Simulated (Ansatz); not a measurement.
BrHMg (SMILES [MgH][Br]) moved off its minimum; all values from Ansatz (an electronic-structure program), cores frozen in correlated methods.
(charge 0, multiplicity 1)
```xyz
3

Mg    -0.03957    -0.07918    -1.60503
H      0.05618     0.11866    -3.29976
Br    -0.04680     0.17034     0.66446
```

Question: Give the forces (eV/Å), the total energy and the dipole at CCSD(T)/def2-TZVPPD.

Answer: 
```json
[
 {"atom": "Mg1", "Fx": "0.060", "Fy": "0.129", "Fz": "-1.019"},
 {"atom": "H2", "Fx": "-0.036", "Fy": "-0.136", "Fz": "0.137"},
 {"atom": "Br3", "Fx": "-0.024", "Fy": "0.007", "Fz": "0.882"}
]
```
Energy -2772.9057 hartree, dipole 1.61 D.
